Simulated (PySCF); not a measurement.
Delta-SCF ions had no search for a lower state. Excitations are Tamm–Dancoff values on a coarser integration grid. The basis has no diffuse functions, so Rydberg states are missing or too high.

## C10H9ClSi, SMILES `c1cc2cc(c(Cl)cc2cc1)[SiH3]` (charge 0, multiplicity 1)

The numbers are results of PBE0-D4/def2-TZVP // PBE0-D4/def2-SVP in PySCF, not measurements.

- HOMO = -6.57 eV
- dipole moment = 2.28 D
- HOMO–LUMO gap = 4.95 eV
- LUMO = -1.62 eV
- S1 excitation (TDA) = 4.28 eV
- S1 oscillator strength = 0.014
- brightest of the four lowest singlets (TDA) = 5.92 eV
- T1 excitation (TDA) = 2.92 eV
- S1–T1 gap (TDA) = 1.36 eV
- vertical ionisation energy (Delta-SCF) = 8.12 eV
- total energy = -1135.6295 Ha
- cost = about 30 core-minutes (a rough figure)

Bond lengths (Å): Si1–C2 1.882, Si1–H13 1.493, Si1–H14 1.495, Si1–H15 1.493, C2–C3 1.382, C2–C11 1.422, C3–C4 1.418, C3–H16 1.094, C4–C5 1.418, C4–C9 1.428, C5–C6 1.375, C5–H17 1.093, C6–C7 1.414, C6–H18 1.092, C7–C8 1.375, C7–H19 1.093, C8–C9 1.418, C8–H20 1.093, C9–C10 1.417, C10–C11 1.373, C10–H21 1.092, C11–Cl12 1.739. Angles (°): C2–Si1–H13 111.4, C2–Si1–H14 106.8, C2–Si1–H15 111.4, H13–Si1–H14 109.1, H13–Si1–H15 109.0, H14–Si1–H15 109.1, Si1–C2–C3 120.9, Si1–C2–C11 121.8, C3–C2–C11 117.3, C2–C3–C4 122.4, C2–C3–H16 119.6, C4–C3–H16 118.0, C3–C4–C5 122.1, C3–C4–C9 118.8, C5–C4–C9 119.1, C4–C5–C6 120.7, C4–C5–H17 118.8, C6–C5–H17 120.5, C5–C6–C7 120.2, C5–C6–H18 120.1, C7–C6–H18 119.7, C6–C7–C8 120.5, C6–C7–H19 119.6, C8–C7–H19 119.9, C7–C8–C9 120.6, C7–C8–H20 120.5, C9–C8–H20 118.9, C4–C9–C8 119.0, C4–C9–C10 119.0, C8–C9–C10 122.1, C9–C10–C11 120.0, C9–C10–H21 119.9, C11–C10–H21 120.1, C2–C11–C10 122.6, C2–C11–Cl12 118.3, C10–C11–Cl12 119.1.
